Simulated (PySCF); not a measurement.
An unknown is described by computed data only.

Elements present: C, H, O, P and Si. Monoisotopic mass: 193.9804 u.

| Quantity | Value |
| --- | --- |
| 13C NMR | chemical shifts (computed TMS as zero) by class: 248.9 (1 C), 206.6 (1 C), 21.2 (1 C) ppm [GIAO PBE0/pcSseg-1] |
| Dipole | 2.73 D [PBE0/pcSseg-1] |
| Rotational structure | rotational constants A, B, C: 2.186, 0.322, 0.313 GHz [GFN2-xTB] |
| NMR, other nuclei | isotropic shieldings of nuclei other than C and H, by class: -550 (1 O), -296 (1 O), 414 (1 Si), 426 (1 Si), 427 (1 Si), 619 (1 P) ppm [GIAO PBE0/pcSseg-1] |
| 1H NMR | chemical shifts (computed TMS as zero) by class: 4.44 (2 H), 4.02 (2 H), 3.96 (3 H), 2.52 (2 H), 1.25 (2 H) ppm [GIAO PBE0/pcSseg-1] |

Electronic properties: PySCF, gas phase, density fitting. Levels stand in brackets. One conformer (not necessarily the lowest) at the GFN2-xTB geometry, without solvent, vibrations or thermal averaging. NMR classes are plain means over equivalent atoms (diastereotopic ones count apart unless rotation or inversion swaps them), as if these changed places fast.

Question: Which formula fits the mass and the elements?

Answer: C3H11O2PSi3 (calculated 193.9804). No other formula that holds each of these elements comes within 0.0003 u with a fitting electron parity and a possible valence count.

Question: Propose a structure and show how it fits.

Answer: Numbering: `[O:1]=[C:2]([CH2:3][SiH3:4])[C:5](=[O:6])[SiH2:7][SiH2:8][PH2:9]`. 3 carbons fall into 3 classes; from least to most shielded: carbonyl carbon [C5] (248.9 ppm), ketone carbonyl carbon [C2] (206.6 ppm), sp3 carbon bound to silicon [C3] (21.2 ppm). Hydrogen classes from least to most shielded: 2 H on an SiH2 silicon, Si8 (4.44 ppm, a mean of values up to 0.7 ppm apart in this geometry), 2 H on an SiH2 silicon, Si7 (4.02 ppm, a mean of values up to 0.7 ppm apart in this geometry), 3 H on an SiH3 silicon, Si4 (3.96 ppm), 2 H on an sp3 carbon bound to silicon, C3 (2.52 ppm, a mean of values up to 1.1 ppm apart in this geometry), 2 H on a three-coordinate phosphorus, P9 (1.25 ppm). The other shieldings belong to: -550 ppm, carbonyl oxygen [O6]; -296 ppm, ketone oxygen [O1]; 414 ppm, SiH3 silicon [Si4]; 426 ppm, SiH2 silicon [Si8]; 427 ppm, SiH2 silicon [Si7]; 619 ppm, three-coordinate phosphorus [P9]. The optimised geometry has point group C1 and is an asymmetric top. Structure: `O=C(C[SiH3])C(=O)[SiH2][SiH2]P`. The assignments are read from this structure; whether some other isomer fits the data as well wasn't checked.
